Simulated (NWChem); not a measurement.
System: CH3BBr2; SMILES CB(Br)Br

```xyz
7

B     -0.6457     0.0123    -0.0210
Br     0.3688     1.6371    -0.2048
Br     0.3214    -1.6339     0.2194
C     -2.2077     0.0358    -0.0154
H     -2.6524    -0.9183    -0.3591
H     -2.6262     0.8827    -0.5929
H     -2.5352     0.1776     1.0405
```
Atoms are numbered in this order, from 1.

Level: PBE-D3(BJ)/def2-SVP (NWChem), optimised geometry, unscaled harmonic frequencies. This build's default masses of Se (78.918 u) and Br (79.917 u) are each other's, which moves their modes by up to 0.6 %.

```csv
frequency (cm⁻¹),IR intensity (km/mol)
41,0.3
170,0.1
242,0.0
351,0.2
421,7.7
690,112.8
778,12.6
946,214.1
1053,88.2
1270,83.3
1361,0.5
1381,8.2
2964,1.4
3049,2.7
3095,2.2
```

```
Quantity                                                                           Result
-----------------------------------------------------------------------  ----------------
zero-point energy                                                           25.5 kcal/mol
thermal correction to the enthalpy at 298.15 K (with zero-point energy)     29.6 kcal/mol
heat capacity Cv                                                         17.3 cal/(mol K)
entropy at 298.15 K and 1 atm (symmetry number 1)                        82.3 cal/(mol K)
dipole moment                                                                      1.32 D
```

Rigid rotor and harmonic oscillator; modes under 100 cm⁻¹ make the entropy uncertain.
